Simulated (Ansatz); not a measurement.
Relaxation of CH4BFOSi (9 atoms, charge 0, multiplicity 1), to a largest force component of 0.02 eV/Å in at most 50 steps.

These are results of RHF/def2-SVP (Ansatz), not measurements.

```xyz
9
Properties=species:S:1:pos:R:3:forces:R:3
O 2.560 1.030 -0.423 -5.65 0.12 1.83
C 1.349 0.970 -0.066 6.31 0.31 -1.92
B 0.520 -0.338 -0.361 4.33 -3.59 -2.71
F 1.255 -1.427 -1.050 -2.54 3.67 2.27
Si -1.287 -0.508 0.222 -1.95 -0.42 1.60
H 0.880 1.812 0.458 0.22 0.18 0.00
H -1.786 -1.818 -0.140 -0.50 -0.54 -0.11
H -2.058 0.570 -0.400 -0.30 0.30 -0.15
H -1.345 -0.337 1.744 0.08 -0.03 -0.80
```

Task: Where does it end, and by what steps?

Result: It converged. After 7 steps the energy has fallen by 1.038 eV; H6 moved furthest, 0.18 Å.

```csv
step,energy less start (eV),largest force component (eV/Å),accepted
0,0.0000,6.308,yes
1,-0.8592,2.277,yes
2,-0.9823,1.266,yes
3,-0.9228,1.474,no
4,-1.0300,0.283,yes
5,-1.0373,0.070,yes
6,-1.0375,0.055,yes
7,-1.0376,0.012,yes
```

```xyz
9
Properties=species:S:1:pos:R:3
O 2.635 1.044 -0.400
C 1.487 1.000 -0.096
B 0.600 -0.337 -0.359
F 1.216 -1.299 -0.997
Si -1.357 -0.561 0.246
H 1.017 1.885 0.377
H -1.900 -1.882 -0.143
H -2.180 0.513 -0.367
H -1.430 -0.411 1.723
```

Time of the run: 17 s on 1 thread of Arm Neoverse V2 (shared host), peak memory 0.17 GiB.
